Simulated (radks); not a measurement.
Values are calculated unless marked as measured or tabulated.
Q: The mean radii <r> (bohr) of the occupied orbitals of an atom or ion are listed with their occupations. Level of theory: scalar-relativistic Kohn-Sham, r2SCAN, spin-polarised, spherical densities, finite nucleus; meta-GGA in the generalised Kohn-Sham scheme; Fermi nuclear charge, rms radius of each element as measured or else 0.836 A^(1/3) + 0.57 fm (a radial shooting solver on a logarithmic mesh with Libxc functionals).

| orbital | occ. | <r> |
|---|---|---|
| 1s down | 1 | 0.01632 |
| 1s up | 1 | 0.01632 |
| 2s up | 1 | 0.06875 |
| 2s down | 1 | 0.06874 |
| 2p up | 3 | 0.06235 |
| 2p down | 3 | 0.06235 |
| 3s up | 1 | 0.1774 |
| 3s down | 1 | 0.1774 |
| 3p up | 3 | 0.1791 |
| 3p down | 3 | 0.1791 |
| 3d up | 5 | 0.1625 |
| 3d down | 5 | 0.1625 |
| 4s up | 1 | 0.3914 |
| 4s down | 1 | 0.3916 |
| 4p up | 3 | 0.4170 |
| 4p down | 3 | 0.4171 |
| 4d up | 5 | 0.4393 |
| 4d down | 5 | 0.4392 |
| 5s up | 1 | 0.8698 |
| 5s down | 1 | 0.8644 |
| 4f up | 7 | 0.4663 |
| 4f down | 7 | 0.4647 |
| 5p up | 3 | 0.9792 |
| 5p down | 3 | 0.9733 |
| 5d up | 5 | 1.191 |
| 5d down | 1 | 1.192 |

Name the element and its charge. Open shells, if any, are filled with parallel spins first.

A: Z = 81, thallium, charge +7: Tl7+ in [Xe] 4f14 5d6. The 1s radius gives Z: for a bare nucleus <r> = (2 gamma + 1)/(2Z) with gamma = sqrt(1 - (Z/c)^2), 0.01613 bohr for Z = 81, and screening makes it slightly larger (0.01632 here). The occupations add up to 74, and the charge is Z minus that.
